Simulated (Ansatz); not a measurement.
Basis-set extrapolation for CH₅MgNO, SMILES `C[O][Mg][NH2]` (PBE0-D4/def2-TZVP geometry, frozen core, Ansatz). Multiplicity 1, RHF reference. For Mg the program correlates outer-core shells too, which these sets cover unevenly, so the extrapolated numbers aren't a true limit.

```
                      def2-TZVPP   def2-QZVPP
                 HF  -369.818702  -369.837176
    MP2 correlation    -0.837094    -0.925348
CCSD(T) correlation    -0.889647      not run
```

Energies in hartree. Use E(X) = E(∞) + A·exp(−7.88·√X) for Hartree–Fock and E(X) = E(∞) + B·X^(−2.97) for correlation, with X = 3 and 4, and add CCSD(T) minus MP2 of the smaller set to the MP2 limit.

Question: What is the CCSD(T) energy at the basis-set limit?

Answer: HF limit: -369.837176 + (-0.018474) × 0.13774 = -369.83972. MP2 limit: -0.925348 + (-0.088254) × 0.74074 = -0.99072. Higher-order term: -0.889647 − (-0.837094) = -0.05255. Total: -370.88299 hartree, 109.6 kcal/mol below CCSD(T)/def2-TZVPP.
